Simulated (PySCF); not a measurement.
C3H8OZn, SMILES C[CH](C)[Zn][OH]. Atoms are numbered in the order given.

```xyz
13

Zn    -0.0898     0.5133     0.4862
C     -0.2572    -0.6684    -1.0716
C     -0.5489    -2.1150    -0.6530
C      0.9698    -0.5818    -1.9878
H     -1.1322    -0.2895    -1.6314
H     -0.6828    -2.7650    -1.5390
H      0.2789    -2.5477    -0.0655
H     -1.4638    -2.2013    -0.0442
H      1.1564     0.4436    -2.3466
H      0.8441    -1.2233    -2.8812
H      1.8872    -0.9239    -1.4790
O      0.1448     1.4957     1.9620
H     -0.3348     2.3336     1.9782
```

Geometry: B3LYP-D3(BJ)/def2-SVP. The structure was generated by enumeration; whether it is a known compound was not checked. The values are those of a single conformer.

Computed with B3LYP-D3(BJ)/def2-SVP run with PySCF 2.14.0.

Frequencies are harmonic and unscaled.

A small imaginary wavenumber (i) marks a very flat motion, where grid noise or a shallow saddle decides the sign.

Question: List the normal modes with their intensities. (The exact figures need the calculation; the answer reports its results.)

Answer: 
| mode | ν (cm⁻¹) | IR (km/mol) | moving atoms (share of kinetic energy) |
|---|---|---|---|
| 1 | 6i | 103.2 | H 70 %, O 25 % |
| 2 | 92 | 3.5 | H 35 %, O 30 %, C 22 %, Zn 13 % |
| 3 | 100 | 5.4 | O 42 %, Zn 28 %, H 19 %, C 11 % |
| 4 | 238 | 5.5 | C 42 %, H 32 %, Zn 22 % |
| 5 | 239 | 3.8 | C 44 %, H 29 %, Zn 22 % |
| 6 | 255 | 0.1 | H 98 % |
| 7 | 275 | 0.3 | H 77 %, C 15 % |
| 8 | 384 | 3.9 | C 58 %, H 40 % |
| 9 | 502 | 6.7 | C 57 %, H 27 %, O 13 % |
| 10 | 666 | 160.6 | O 52 %, H 28 %, Zn 16 % |
| 11 | 716 | 10.1 | H 66 %, O 21 %, Zn 12 % |
| 12 | 890 | 4.9 | C 64 %, H 36 % |
| 13 | 918 | 1.6 | H 87 %, C 13 % |
| 14 | 980 | 0.1 | H 71 %, C 29 % |
| 15 | 994 | 10.5 | H 88 %, C 11 % |
| 16 | 1105 | 1.7 | C 67 %, H 33 % |
| 17 | 1172 | 2.2 | C 52 %, H 48 % |
| 18 | 1221 | 10.1 | H 63 %, C 37 % |
| 19 | 1328 | 1.4 | H 76 %, C 24 % |
| 20 | 1389 | 0.6 | H 79 %, C 21 % |
| 21 | 1406 | 4.2 | H 81 %, C 19 % |
| 22 | 1458 | 0.2 | H 97 % |
| 23 | 1474 | 5.2 | H 96 % |
| 24 | 1475 | 6.9 | H 96 % |
| 25 | 1482 | 3.8 | H 96 % |
| 26 | 2991 | 32.3 | H 96 % |
| 27 | 2992 | 74.5 | H 96 % |
| 28 | 3014 | 13.4 | H 93 % |
| 29 | 3063 | 8.3 | H 91 %, C 9 % |
| 30 | 3064 | 50.1 | H 91 %, C 9 % |
| 31 | 3093 | 20.6 | H 91 %, C 9 % |
| 32 | 3094 | 38.1 | H 91 %, C 9 % |
| 33 | 3842 | 26.0 | H 94 % |
